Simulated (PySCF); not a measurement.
Cr(O)2(F)2, CrF2O2, SMILES [O]=[Cr](=[O])([F])[F], PBE0/def2-SVP optimised geometry.

```
5

Cr    -0.48    -0.44     0.00
O     -0.96    -1.15     1.26
O      1.05    -0.44     0.00
F     -1.04    -1.26    -1.36
F     -1.05     1.15     0.00
```

Density from PBE0/def2-TZVP (PySCF) at that geometry.

Minimum of the electron density along straight lines between bonded atoms, close to the bond critical point (lines longer than 1.1 times the sum of covalent radii, or with two minima, are not listed):

```
bond    length / Å  ρ at the minimum / e bohr⁻³  ∇²ρ there / e bohr⁻⁵  position (fraction from the first atom)
------  ----------  ---------------------------  --------------------  ---------------------------------------
Cr1–O2       1.525                        0.329                  1.13                                     0.53
Cr1–O3       1.525                        0.329                  1.13                                     0.53
Cr1–F4       1.684                        0.189                  1.03                                     0.51
Cr1–F5       1.685                        0.189                  1.03                                     0.51
```
